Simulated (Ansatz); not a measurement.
Tuning the range parameter of LC-ωPBE so that −HOMO meets the ionisation energy; basis def2-SVP, Ansatz. System: the cluster Mg₄O₄. The state is a singlet with charge 0. Geometry: PBE-D4/def2-SVP. The ionised state is a doublet.

Geometry of the singlet:

```xyz
8

Mg   -0.9588   -1.7481   -1.0161
Mg   -0.4177    1.2715   -1.7933
Mg    0.4177   -1.2715    1.7933
Mg    0.9587    1.7481    1.0161
O    -1.0989   -0.3806   -2.2434
O     0.4318    2.4112   -0.6206
O     1.0993    0.3805    2.2432
O    -0.4322   -2.4111    0.6208
```

The structure comes from a short search, and lower isomers may exist.

```csv
ω (1/bohr),HOMO (eV),LUMO (eV),vertical IE (eV),HOMO + IE (eV)
0.1,-6.86,-1.32,7.92,1.05
0.2,-8.04,-0.64,8.45,0.41
0.3,-8.89,-0.31,8.95,0.05
```

Question: Estimate the row for 0.15 bohr⁻¹.

Answer: 
```
ω (1/bohr)  HOMO (eV)  LUMO (eV)  vertical IE (eV)  HOMO + IE (eV)
      0.15      -7.49      -0.92              8.16            0.66
```

Question: Where does the tuning condition hold?

Answer: Not within the range that was run.
